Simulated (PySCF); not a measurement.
Species: GaCl2F.
SMILES: `[F][Ga]([Cl])[Cl]`

Theory: TDDFT wB97X-D/def2-SVPD, vertical, gas phase, core orbitals frozen in the response in PySCF 2.14.0, density-fitted response routines. Geometry: PBE0-D3(BJ)/def2-SVP; no solvent, vibrations or thermal averaging. Relativistic effects, spin–orbit coupling among them, are left out although an element past zinc is present.

Question: What does the calculation give for the low-lying excited states?

Answer: 

```csv
state,E (eV),λ (nm),f,|μ| (D),symmetry,"main configurations (H = HOMO, L = LUMO)"
S1,6.32,196.3,0.017,0.84,B1 or B2,H→L (96%)
S2,6.43,192.7,0.0000,0.01,–,H-1→L (97%)
S3,6.67,185.8,0.041,1.27,A1,H-2→L (95%)
S4,6.86,180.7,0.034,1.15,B1 or B2,H-3→L (96%)
S5,7.14,173.7,0.0000,0.00,–,H→L+1 (99%)
S6,7.40,167.6,0.0041,0.38,B1 or B2,"H-1→L+1 (60%), H-4→L (38%)"
S7,7.44,166.6,0.0009,0.18,–,H-2→L+1 (99%)
S8,7.98,155.3,0.012,0.62,A1,"H-3→L+1 (87%), H-6→L (9%)"
S9,8.03,154.5,0.271,2.98,B1 or B2,"H-4→L (40%), H-1→L+1 (29%), H-7→L (24%)"
S10,8.26,150.1,0.0000,0.02,–,H-4→L+1 (98%)
S11,8.36,148.3,0.039,1.10,B1 or B2,H-5→L (94%)
S12,8.92,138.9,0.273,2.84,B1 or B2,"H-7→L (63%), H-4→L (14%)"
S13,9.18,135.0,0.075,1.46,A1,"H-6→L (52%), H-5→L+1 (30%)"
S14,9.49,130.6,0.0000,0.01,–,H-7→L+1 (92%)
S15,9.58,129.4,0.0044,0.35,B1 or B2,H-6→L+1 (92%)
```

Triplets (Tamm–Dancoff): T1 5.92 eV, H→L (95%); T2 6.10 eV, H-1→L (94%); T3 6.22 eV, H-2→L (94%); T4 6.47 eV, H-3→L (94%).

The lowest singlet comes at 196 nm (609 kJ/mol) in the vacuum ultraviolet; it is weak; its leading configuration is HOMO→LUMO (96%). The largest oscillator strength of a single state is 0.273. Löwdin shares by element: HOMO chlorine 95%; LUMO gallium 47%, chlorine 41%, fluorine 11%. Weighted by f, the mean energy of these states is 8.32 eV. The listed states span 3.26 eV, and the widest gap between neighbours is 0.56 eV (S11 to S12). The oscillator strengths of these states sum to 0.770; summed over the whole spectrum of an exact calculation they would give the number of electrons, 74 (Thomas–Reiche–Kuhn). Symmetry labels in C2v follow from the direction of the transition dipole and are given only for states with f of 0.002 or more; B1 and B2 swap with the choice of axes. The window holds the lowest 15 singlets.
